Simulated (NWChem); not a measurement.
Program: NWChem. System: AuCl, charge 1, spin multiplicity 2, at the geometry of a parent with another charge or spin, in a state set for the comparison that need not be this species' ground state. Its SCF solution wasn't tested for a lower state. Level: UPBE/x2c-SVPall-2c, scalar ZORA.

Input file:

```
start mol
memory heap 200 mb stack 900 mb global 1100 mb
charge 1
geometry units angstroms nocenter noautoz noautosym
  Au     0.000000     0.000000    -0.398964
  Cl     0.000000     0.000000     1.854009
end
basis spherical
  * library x2c-svpall-2c
end
relativistic
  zora on
end
dft
  xc xpbe96 cpbe96
  odft
  mult 2
  semidirect memsize 60000000 filesize 0
  iterations 100
  grid fine
end
task dft energy
```

Output (cleaned and shortened):

```
             Northwest Computational Chemistry Package (NWChem) 7.3.0
             --------------------------------------------------------

                                NWChem Input Module
                                -------------------

 Scaling coordinates for geometry "geometry" by  1.889725989
 (inverse scale =  0.529177249)

                             Geometry "geometry" -> ""
                             -------------------------

 Output coordinates in angstroms (scale by  1.889725989 to convert to a.u.)

  No.       Tag          Charge          X              Y              Z
 ---- ---------------- ---------- -------------- -------------- --------------
    1 Au                  79.0000     0.00000000     0.00000000    -0.39896400
    2 Cl                  17.0000     0.00000000     0.00000000     1.85400900

 Effective nuclear repulsion energy (a.u.)     315.4432145466

            Nuclear Dipole moment (a.u.)
            ----------------------------
        X                 Y               Z
 ---------------- ---------------- ----------------
     0.0000000000     0.0000000000    -0.0000056692


 Summary of "ao basis" -> "" (spherical)
 ------------------------------------------------------------------------------
       Tag                 Description            Shells   Functions and Types
 ---------------- ------------------------------  ------  ---------------------
 *                       x2c-svpall-2c                on all atoms

  pbe96 is a nonlocal functional; adding pw91lda local functional.

                                 NWChem DFT Module
                                 -----------------

 Summary of "ao basis" -> "ao basis" (spherical)
 ------------------------------------------------------------------------------
       Tag                 Description            Shells   Functions and Types
 ---------------- ------------------------------  ------  ---------------------
 Au                      x2c-svpall-2c              27       93   7s9p9d2f
 Cl                      x2c-svpall-2c               9       21   4s4p1d

 Summary of "ao basis" -> "ao basis" (spherical)
 ------------------------------------------------------------------------------
       Tag                 Description            Shells   Functions and Types
 ---------------- ------------------------------  ------  ---------------------
 Au                      x2c-svpall-2c              27       93   7s9p9d2f
 Cl                      x2c-svpall-2c               9       21   4s4p1d

            General Information
            -------------------
          SCF calculation type: DFT
          Wavefunction type:  spin polarized.
          No. of atoms     :     2
          No. of electrons :    95
           Alpha electrons :    48
            Beta electrons :    47
          Charge           :     1
          Spin multiplicity:     2
          Use of symmetry is: off; symmetry adaption is: off
          Maximum number of iterations: 100
          AO basis - number of functions:   114
                     number of shells:    36
          Convergence on energy requested:  1.00D-06
          Convergence on density requested:  1.00D-05
          Convergence on gradient requested:  5.00D-04

              XC Information
              --------------
          PerdewBurkeErnzerhof Exchange Functional  1.000
            Perdew 1991 LDA Correlation Functional  1.000 local
           PerdewBurkeErnz. Correlation Functional  1.000 non-local

             Grid Information
[...]
   107      0.293888  2 Cl px                51     -0.287283  1 Au d -1
   104      0.233707  2 Cl px                41      0.194180  1 Au d -1
    53      0.188196  1 Au d  1              56     -0.188052  1 Au d -1
    99     -0.174764  2 Cl py                46     -0.141505  1 Au d -1

 Vector   48  Occ=0.000000D+00  E=-5.215021D-01
              MO Center=  2.6D-07, -1.5D-07,  1.2D+00, r^2= 2.2D+00
   Bfn.  Coefficient  Atom+Function         Bfn.  Coefficient  Atom+Function
  ----- ------------  ---------------      ----- ------------  ---------------
   107      0.456562  2 Cl px               104      0.361640  2 Cl px
   108     -0.299090  2 Cl py                53      0.276111  1 Au d  1
   105     -0.236907  2 Cl py                43     -0.186573  1 Au d  1
    51      0.180878  1 Au d -1              58      0.178355  1 Au d  1
    98     -0.176400  2 Cl px                48      0.136185  1 Au d  1

 Vector   49  Occ=0.000000D+00  E=-4.086626D-01
              MO Center= -2.8D-08, -5.5D-08, -3.9D-01, r^2= 3.3D+00
   Bfn.  Coefficient  Atom+Function         Bfn.  Coefficient  Atom+Function
  ----- ------------  ---------------      ----- ------------  ---------------
     6      0.835528  1 Au s                  5     -0.596550  1 Au s
   109      0.403727  2 Cl pz                 7      0.301467  1 Au s
   106      0.250947  2 Cl pz                25     -0.199334  1 Au pz
     4      0.182907  1 Au s                 52      0.138310  1 Au d  0
    19      0.124946  1 Au pz                57      0.123448  1 Au d  0

 Vector   50  Occ=0.000000D+00  E=-2.200788D-01
              MO Center=  3.0D-08, -6.4D-08, -3.6D-01, r^2= 4.6D+00
   Bfn.  Coefficient  Atom+Function         Bfn.  Coefficient  Atom+Function
  ----- ------------  ---------------      ----- ------------  ---------------
    23      0.876882  1 Au px                24     -0.574438  1 Au py
    17     -0.220315  1 Au px               107     -0.174917  2 Cl px
    18      0.144327  1 Au py               108      0.114586  2 Cl py
   104     -0.101332  2 Cl px                14      0.081416  1 Au px
   105      0.066382  2 Cl py                11     -0.054581  1 Au px

   alpha - beta orbital overlaps
   -----------------------------

   alpha      1      2      3      4      5      6      7      8      9     10
    beta      1      2      3      4      5      6      7      8      9     10
 overlap   1.000  1.000  1.000  1.000  1.000  1.000  1.000  1.000  1.000  1.000

   alpha     11     12     13     14     15     16     17     18     19     20
    beta     12     11     13     14     15     16     17     18     19     20
 overlap   1.000  1.000  1.000  1.000  1.000  1.000  1.000  1.000  1.000  1.000

   alpha     21     22     23     24     25     26     27     28     29     30
    beta     21     22     23     24     25     27     26     28     29     30
 overlap   1.000  1.000  1.000  1.000  1.000  1.000  1.000  1.000  1.000  0.997

   alpha     31     32     33     34     35     36     37     38     39     40
    beta     31     32     33     34     35     36     37     38     39     40
 overlap   0.996  1.000  0.999  0.996  0.997  0.999  1.000  1.000  1.000  1.000

   alpha     41     42     43     44     45     46     47     48     49     50
    beta     41     42     43     44     45     48     46     47     49     50
 overlap   1.000  0.972  0.999  1.000  1.000  0.972  0.999  0.999  0.999  1.000

   alpha     51     52     53     54     55     56     57     58     59     60
    beta     51     52     53     54     55     56     57     58     59     61
 overlap   1.000  1.000  0.999  1.000  0.999  1.000  1.000  1.000  0.999  0.921

   alpha     61     62     63     64     65     66     67     68     69     70
    beta     60     62     63     64     66     65     68     67     69     70
 overlap   1.000  0.967  1.000  0.899  0.999  1.000  1.000  1.000  0.998  1.000

   alpha     71     72     73     74     75     76     77     78     79     80
    beta     71     72     74     73     75     76     77     78     79     80
 overlap   0.998  0.998  1.000  1.000  0.999  0.997  0.999  0.997  1.000  1.000

   alpha     81     82     83     84     85     86     87     88     89     90
    beta     81     82     83     84     85     86     87     88     89     90
 overlap   1.000  1.000  1.000  1.000  1.000  1.000  1.000  1.000  1.000  1.000

   alpha     91     92     93     94     95     96     97     98     99    100
    beta     91     92     93     94     95     96     97     98     99    100
 overlap   1.000  1.000  1.000  1.000  1.000  1.000  1.000  1.000  1.000  1.000

   alpha    101    102    103    104    105    106    107    108    109    110
    beta    101    102    103    105    104    106    107    108    109    110
 overlap   1.000  1.000  1.000  1.000  1.000  1.000  1.000  1.000  1.000  1.000

   alpha    111    112    113    114
    beta    111    112    113    114
 overlap   1.000  1.000  1.000  1.000

     --------------------------
     Expectation value of S2:
     --------------------------
      <S2> =      0.7525 (Exact =     0.7500)

 center of mass
 --------------
 x =   0.00000000 y =   0.00000000 z =  -0.11203018

 moments of inertia (a.u.)
 ------------------
         538.290172519765           0.000000000000           0.000000000000
           0.000000000000         538.290172519765           0.000000000000
           0.000000000000           0.000000000000           0.000000000000

     Multipole analysis of the density
     ---------------------------------

     L   x y z        total         alpha         beta         nuclear
     -   - - -        -----         -----         ----         -------
     0   0 0 0      1.000000    -48.000000    -47.000000     96.000000

     1   1 0 0      0.000000     -0.000000      0.000000      0.000000
     1   0 1 0     -0.000000      0.000000     -0.000000      0.000000
     1   0 0 1      0.030153     -1.151745      1.181903     -0.000006

     2   2 0 0    -25.925941    -13.670479    -12.255462      0.000000
     2   1 1 0     -0.569848      0.029579     -0.599426      0.000000
     2   1 0 1     -0.000002      0.000000     -0.000002      0.000000
     2   0 2 0    -26.422515    -13.644704    -12.777812      0.000000
     2   0 1 1      0.000001     -0.000000      0.000001      0.000000
     2   0 0 2    -19.268701   -141.637799   -131.210568    253.579666

 Task  times  cpu:       22.8s     wall:       22.8s

 Total times  cpu:       22.8s     wall:       22.8s
```
